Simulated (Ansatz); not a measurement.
Start from `[NH2][Zn][N]([SiH3])[SiH3]` and change one element to get `[NH2][Mg][N]([SiH3])[SiH3]`.

Ansatz, PBE0-D4/def2-TZVP geometries, multiplicity 1. Each molecule was computed in one conformer, which needn't be the lowest.

Scalar relativity is left out up to krypton.

```tsv
property	`[NH2][Zn][N]([SiH3])[SiH3]`
HOMO energy (ωB97M-V/def2-TZVPP) / eV	-9.61
LUMO energy (B3LYP/def2-TZVPP) / eV	-1.15
LUMO energy (PBE/def2-TZVPP) / eV	-1.74
HOMO–LUMO gap (B3LYP/def2-TZVPP) / eV	5.83
HOMO–LUMO gap (ωB97M-V/def2-TZVPP) / eV	10.29
LUMO energy (PBE0/def2-TZVPP) / eV	-0.89
```

(1) Give the same properties after the change, and the shifts. (Estimate.)

Answers

(1) Ansatz gave: 
```
                               property  `[NH2][Mg][N]([SiH3])[SiH3]`  shift
  HOMO energy (ωB97M-V/def2-TZVPP) / eV                         -8.94   0.67
    LUMO energy (B3LYP/def2-TZVPP) / eV                         -1.51  -0.36
      LUMO energy (PBE/def2-TZVPP) / eV                         -2.01  -0.27
  HOMO–LUMO gap (B3LYP/def2-TZVPP) / eV                          4.79  -1.04
HOMO–LUMO gap (ωB97M-V/def2-TZVPP) / eV                          9.04  -1.25
     LUMO energy (PBE0/def2-TZVPP) / eV                         -1.26  -0.37
```

With PBE0 the HOMO rises by 0.69 eV and the LUMO falls by 0.37 eV, so the gap narrows by about 1.06 eV. PBE moves the HOMO by 0.70 eV and ωB97M-V by 0.67 eV.

Positive LUMOs are unbound, so they and the gaps depend on the basis.

B3LYP here is the variant with VWN-RPA as its local correlation; programs differ in this.
